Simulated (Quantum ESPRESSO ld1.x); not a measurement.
Results of a calculation; reference values are marked as such.
Task: Bi IV, 80 electrons, occupied as [Hg] (the NIST ground configuration). Level of theory: scalar-relativistic Kohn-Sham, LDA (Slater exchange, VWN5 correlation), spin-polarised, spherical densities, point nucleus (ld1.x of Quantum ESPRESSO 7.5). Some entries of the table are withheld. Estimate them.

orbital  occ.  eigenvalue (hartree)  <r^2> (bohr^2)  <r> (bohr)
1s          2              -3331.20       0.0003463         (1)
2s          2              -599.424        0.005246     0.06650
2p          6              -512.999        0.004488     0.06056
3s          2              -145.469         0.03373      0.1717
3p          6              -120.788             (2)      0.1738
3d         10              -95.9886         0.02903      0.1575
4s          2              -34.1609          0.1606      0.3773
4p          6              -26.0737          0.1844      0.4029
4d         10              -16.8373          0.2061         (3)
5s          2              -6.84219          0.7711      0.8297
4f         14                   (4)          0.2321      0.4410
5p          6              -4.55983           1.010      0.9467
5d         10              -2.02294           1.713       1.220
6s          2              -1.48760           4.498       2.008

Result: 
(1) 1s <r> (bohr): 0.01579
(2) 3p <r^2> (bohr^2): 0.03505
(3) 4d <r> (bohr): 0.4227
(4) 4f eigenvalue (hartree): -6.65933
